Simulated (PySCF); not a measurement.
## Excitation energy of Cr⁺ by level of theory

Cr⁺ [Ar] 3d5 (6S) → Cr⁺ [Ar] 3d4 4p1 (high-spin determinant), as a difference of total energies. Computed with PySCF 2.14 in aug-cc-pVTZ, with no relativity, point nucleus. Correlated levels: valence: [Ar] frozen. The calculations carry no spin-orbit coupling.

| method | excitation energy (cm⁻¹) |
| --- | --- |
| UHF | 40652 |
| MP2 (valence) | 46700 |
| SCS-MP2 (valence) | 42668 |
| CCSD (valence) | 46373 |
| CCSD(T) (valence) | 46553 |

The determinant of the upper state mixes LS terms, which raises its energy above the lowest term, most at the Hartree-Fock and MP2 levels.
